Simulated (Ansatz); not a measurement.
Consider the cleavage of the Si–Si bond: `F[SiH]([SiH3])O[SiH3]` + `NC(O)(O)F` → `OC(O)(F)N[SiH3]` + `F[SiH2]O[SiH3]`.

Computed with Ansatz on PBE0-D4/def2-TZVP structures; ΔE is electronic, products minus reactants. CBS: MP2 limit from def2 TZ/QZ plus the TZ coupled-cluster correction, frozen cores. Functionals use def2-TZVPP. B3LYP here is the variant with VWN-RPA as its local correlation; programs differ in this. One conformer a species, not always the lowest.

Q: Is it downhill or uphill in electronic energy at CCSD(T)/CBS, and by how much? (Best estimate.)

A: The calculation gave: Downhill: ΔE = -12.6 kcal/mol.

Q: What do these levels give: B3LYP-D4, B2PLYP, HF/def2-TZVPP, SCS-MP2/def2-TZVPP, CCSD/def2-TZVPP, MP2/def2-QZVPP? (Estimate.)

A: Computed: B3LYP-D4 -11.4, B2PLYP -13.1, HF/def2-TZVPP -15.9, SCS-MP2/def2-TZVPP -15.5, CCSD/def2-TZVPP -13.2, MP2/def2-QZVPP -15.2 kcal/mol.

Largest T1 diagnostic among the species: 0.013.

From PBE to PBE0 (25 % exact exchange), in def2-TZVPP and without D4, ΔE moves by −1.8 kcal/mol. In def2-TZVPP, CCSD(T) changes the Hartree–Fock value by +3.2 kcal/mol (the triples alone add +0.4 kcal/mol) and MP2 by +0.8 kcal/mol.
